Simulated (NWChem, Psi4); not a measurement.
## InClF2 (SMILES [F][In]([F])[Cl]): methods side by side

InClF2: 4 atoms, total charge 0, spin state singlet. SMILES: `[F][In]([F])[Cl]`. The shape is that of a PBE0-D4/def2-TZVP optimisation.

```xyz
4

F     0.5882    0.6146    1.7496
In    0.0467   -0.0405    0.0251
F     0.8315   -1.7207   -0.4821
Cl   -1.4109    1.0863   -1.3128
```

Quantity: the energy change with the In2–F3 bond stretched from 1.923 to 3.461 Å, in eV. The values are calculated.

| level | kind | program | value (eV) | CPU time (all runs) |
| --- | --- | --- | --- | --- |
| HF/def2-SVP (core potential) (restricted) | Hartree–Fock | NWChem | 5.48 | 34 s |
| BLYP/def2-SVP (core potential) (restricted) | GGA | Psi4 | 3.58 | 96 s |
| TPSS/def2-SVP (core potential) (restricted) | meta-GGA | Psi4 | 3.85 | 1.7 min |
| B3LYP/def2-SVP (core potential) (restricted) | global hybrid | NWChem | 4.16 | 59 s |
| BHLYP/def2-SVP (core potential) (restricted) | global hybrid | Psi4 | 4.89 | 35 s |
| wB97X/def2-SVP (core potential) (restricted) | range-separated hybrid | Psi4 | 4.89 | 51 s |
| B2PLYP/def2-SVP (core potential, density fitting for correlation) (restricted) | double hybrid | Psi4 | 4.19 | 29 s |
| OMP2/def2-SVP (core potential, density fitting for correlation) (restricted) | perturbation theory | Psi4 | 4.09 | 2.6 min |
| CCSD/def2-SVP (core potential) (restricted) | coupled cluster or CI | Psi4 | 4.57 | 92 s |

The first shape isn't each level's own minimum. The values span 3.58 to 5.48 eV. In the correlated wave-function rows the outer d shell of In is correlated, in sets not made for it. Times are those of the runs behind each value, whatever else they computed, on shared processors of several kinds: orders of magnitude only.
